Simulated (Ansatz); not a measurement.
Molecule: Si$_{2}$O$_{2}$, net charge 0, singlet state. 
Coordinates optimised at B3LYP-D3(BJ)/def2-TZVP (Ansatz, a quantum-chemistry and plane-wave program):
```xyz
4

Si     1.2294     0.0012    -0.0314
Si    -1.2294    -0.0012     0.0314
O     -0.0018     1.1724    -0.0287
O      0.0018    -1.1724     0.0287
```
Charge 0, spin multiplicity 1.

### Question
Give the harmonic wavenumbers at B3LYP-D3(BJ)/def2-TZVP (Ansatz, finite differences of forces, unscaled).

### Answer
230, 551, 552, 770, 809, 848 cm⁻¹. Zero-point energy 5.4 kcal/mol.

### Question
From these and the geometry, give the ideal-gas thermochemistry at 298.15 K and 1 atm (rigid rotor, harmonic oscillator).

### Answer
Point group D2h, rotational symmetry number 4. Rotational constants 11.48, 5.949, 3.919 GHz. S(trans) 39.34, S(rot) 21.84, S(vib) 3.56, S(elec, spin only) 0.00, S 64.8 cal/(mol K). H(298) - H(0) 3.07 kcal/mol; G - E(el) -10.9 kcal/mol.
